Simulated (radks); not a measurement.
Mo22+, 20 electrons, occupied as [Ar] 3d2. Method: scalar-relativistic Kohn-Sham, BLYP, spin-polarised, spherical densities, finite nucleus; open shells are filled with parallel spins first (spin-orbit coupling, left out, can overturn this in heavy ions); Fermi nuclear charge, rms radius 4.4091 fm; computed with a radial shooting solver on a logarithmic mesh with Libxc functionals.

Unscreened Slater integrals over Kohn-Sham orbitals (cm^-1). They are taken over the spin-up orbitals.

F0(3d,3d): 569140
F2(3d,3d): 291040
F4(3d,3d): 187490
F0(3d,3p): 533140
F2(3d,3p): 258380
G1(3d,3p): 284230
G3(3d,3p): 187500
F0(3d,3s): 526610
G2(3d,3s): 214590
F0(3d,2p): 728950
F2(3d,2p): 206950
G1(3d,2p): 186280
G3(3d,2p): 107100
F0(3p,3p): 511700
F2(3p,3p): 258360
F0(3p,3s): 505690
G1(3p,3s): 330640
F0(3p,2p): 680860
F2(3p,2p): 164230
G0(3p,2p): 65192
G2(3p,2p): 70929
F0(3s,3s): 500960
F0(3s,2p): 658750
G1(3s,2p): 64435
F0(2p,2p): 1503000
F2(2p,2p): 712900

Derived for the open shells (J is the average intra-shell exchange parameter used in DFT+U). 3d: Racah B = F2/49 - 5 F4/441 = 3814 cm^-1, C = 35 F4/441 = 14880 cm^-1, C/B = 3.90, F4/F2 = 0.644, J = (F2 + F4)/14 = 34180 cm^-1.
